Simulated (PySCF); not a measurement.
Polarisability and C₆ of Pb²⁺ (lead, charge +2)

[Xe] 4f14 5d10 6s2, closed-shell 1S. Computed with PySCF 2.14 in aug-cc-pVQZ-DK3, with scalar relativity by spin-free X2C-1e. Coupled (time-dependent) response in atomic units; α is the mean over directions.

```
method  mean α (bohr³)  C₆ (like pair)  S(−4)
   UHF           15.58           104.9  74.05
```

S(−4) is the Cauchy moment in α(ω) = α(0) + S(−4) ω² + …

α(iu) at UHF:

| u (hartree) | α(iu) (bohr³) |
| --- | --- |
| 0 | 15.58 |
| 0.0500 | 15.40 |
| 0.100 | 14.88 |
| 0.200 | 13.20 |
| 0.300 | 11.28 |
| 0.500 | 8.156 |
| 0.750 | 5.813 |
| 1.00 | 4.445 |
| 1.50 | 2.933 |
| 2.00 | 2.107 |
| 3.00 | 1.233 |
| 5.00 | 0.5548 |

A single London oscillator, α(iu) = α/(1 + u²/ω²), gives C₆ = (3/4) ω α². Matching the computed C₆ needs ω = 4 × 104.9 / (3 × 15.58²) = 0.576 hartree.

For an ion, C₆ is the dispersion term alone; charge-induced terms of lower order in 1/R come first.

Spin-orbit coupling, which splits the p, d and f shells strongly at this Z, is absent.
